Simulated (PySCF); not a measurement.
## Worked example: oscillator strength and radiative lifetime

hexa-1,5-diene (C6H10), SMILES C=CCCC=C.

Geometry optimised at B3LYP-D3(BJ)/def2-SVP. One conformer was computed; it need not be the lowest.

PySCF with TDDFT-PBE/def2-SVPD puts the first singlet state with f over 0.02 at 6.45 eV (vertical), with the transition dipole (0.225, -0.222, -0.173) in atomic units.

Task: Find the oscillator strength, the wavelength and the radiative lifetime that this transition would have in vacuum if emission retraced absorption.

Result: 
|μ|² = 0.1298 au, so |μ| = 0.92 D. ΔE = 6.45/27.211 = 0.2370 hartree. f = (2/3) ΔE |μ|² = 0.021 (the program prints 0.021).
λ = 1239.84/6.45 = 192 nm; ν = 52023 cm⁻¹.
Einstein's coefficient A = 0.6670 ν² f s⁻¹ (ν in cm⁻¹) = 3.7e7 s⁻¹, so τ = 1/A = 27 ns. This state is S3; the lower singlets have f = 0.002, 0.001. The figure is the radiative limit of this one transition; relaxation, internal conversion, crossing to triplets and a medium change what is measured.
